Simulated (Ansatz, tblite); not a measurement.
Cost and result up the ladder for Na₃Li⁻ (4 atoms). Charge -1, multiplicity 2. Geometry: PBE0/def2-TZVPD.

| atom | x (Å) | y (Å) | z (Å) |
| --- | --- | --- | --- |
| Li1 | 0.515 | -0.272 | 1.360 |
| Na2 | -0.647 | 0.339 | -1.705 |
| Na3 | 2.307 | -1.586 | -0.987 |
| Na4 | -2.175 | 1.519 | 1.332 |

Ansatz on 4 threads of Intel Xeon on a shared host; xTB runs through tblite on one thread. Times are rough, summed over both states, and most runs start from the orbitals of an earlier one. ωB97X-V/def2-TZVPD serves as the yardstick here, not as an exact answer. The other state is a quartet at its own geometry.

The xTB rows come from tblite. B3LYP takes the VWN-RPA correlation. Correlated methods freeze 3 core orbitals; core or outer-core shells of Li, Na are correlated, in sets that lack core-valence functions. The structure comes from a short search, and lower isomers may exist.

Run but left out: HF/STO-3G (doublet: a determinant that CCSD turns far, T1 0.068); HF/def2-TZVPD, HF/def2-TZVPPD, r2SCAN/def2-TZVPD, r2SCANh/def2-TZVPD, MP2/def2-TZVPD, MP2/def2-TZVPPD, CCSD/def2-TZVPPD, CCSD(T)/def2-TZVPPD (doublet: ⟨S²⟩ 1.05 to 1.79, where a pure state has 0.75).

Correlated methods converge slowly with the basis.

xTB has no spin-polarisation term.

| level | functions | wall time |
| --- | --- | --- |
| GFN2-xTB | 16 | 0.006 s |
| LDA (SPW92)/def2-TZVPD | 122 | 1.9 s |
| PBE/def2-TZVPD | 122 | 3.4 s |
| B3LYP/def2-TZVPD | 122 | 4.5 s |
| RPA@PBE/def2-TZVPD | 122 | 5.2 s |
| PBE0/def2-TZVPD | 122 | 25 s |
| ωB97X-V/def2-TZVPD | 122 | 30 s |

Task: Estimate what each level gives for the quartet − doublet (eV).

Result: 
| level | quartet − doublet (eV) | difference from ωB97X-V/def2-TZVPD (eV) | remarks |
| --- | --- | --- | --- |
| GFN2-xTB | 1.50 | 0.82 | – |
| LDA (SPW92)/def2-TZVPD | 0.66 | -0.02 | HOMO above zero (doublet), HOMO above zero (quartet) |
| PBE/def2-TZVPD | 0.58 | -0.10 | HOMO above zero (doublet), HOMO above zero (quartet) |
| B3LYP/def2-TZVPD | 0.65 | -0.03 | HOMO above zero (doublet), HOMO above zero (quartet) |
| RPA@PBE/def2-TZVPD | 0.56 | -0.12 | – |
| PBE0/def2-TZVPD | 0.54 | -0.14 | HOMO above zero (doublet), HOMO above zero (quartet) |
| ωB97X-V/def2-TZVPD | 0.68 | 0.00 | – |
